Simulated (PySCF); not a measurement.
**How methods differ on the ionisation energy of Cl¹⁰⁺**

Cl¹⁰⁺ [He] 2s2 2p3 [2p1/2^2 2p3/2^1, M_J = 3/2] → Cl¹¹⁺ [He] 2s2 2p2 [2p1/2^2, M_J = 0], as a difference of total energies. Calculation: PySCF 2.14, in an uncontracted even-tempered set (18 s from 1.4 bohr⁻², ratio 2.4; 11 p from 1.9 bohr⁻², ratio 2.4; 5 d from 8.7 bohr⁻², ratio 2.6; 5 f from 13 bohr⁻², ratio 2.6); the two-component X2C-1e Hamiltonian. Correlated levels: nothing frozen; the 30 highest virtual spinors dropped. "Screened" scales the spin-orbit matrix elements by Boettger's factors to mimic the two-electron term; Breit and QED terms are absent.

| method | ionisation energy (eV) |
| --- | --- |
| GHF (spin-free) | 531.41 |
| GMP2 (spin-free) | 531.76 |
| GHF (screened spin-orbit) | 530.62 |
| GMP2 (screened spin-orbit) | 530.96 |

How much does correlation contribute at GMP2 (screened spin-orbit)?

530.96 − (530.62) = 0.34 eV, measured against GHF (screened spin-orbit).

The labels give the starting determinants; with spin-orbit coupling the two ends relaxed to ⟨J²⟩ = 3.75, ⟨L²⟩ = 0.01, ⟨S²⟩ = 3.74 and ⟨J²⟩ = 1.68, ⟨L²⟩ = 1.98, ⟨S²⟩ = 1.98.

The determinant of Cl¹¹⁺ mixes levels of different J (the jj label is only the starting occupation), so the difference between spin-free and spin-orbit rows is not the physical spin-orbit shift.

For comparison: 530 ± 0.4 eV (semi-empirical (NIST evaluation); NIST Atomic Spectra Database, ionization energies).
